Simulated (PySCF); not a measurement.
## Removing the step error of a finite difference

System: H₅FN₂Si, singlet, at a GFN2-xTB geometry. Level: B3LYP/6-31G*, polarisability in PySCF. Sums are taken with unrounded values, so a last digit can differ.

Second differences of the energy in a field along z gave a polarisability along z of 30.105 bohr³ at step 0.005 and 30.153 bohr³ at step 0.02 (atomic units).

Task: Extrapolate to zero step.

Result: The leading error of a symmetric difference goes as h², so A(h) = A0 + c h². Then c = (30.153 - (30.105))/(0.02² - 0.005²) = 128 (atomic units) and A0 = 30.105 - c × 0.005² = 30.101 bohr³. The analytic value from the same program and level is 30.102 bohr³: the smaller step missed it by 0.003, the extrapolation by 0.000.
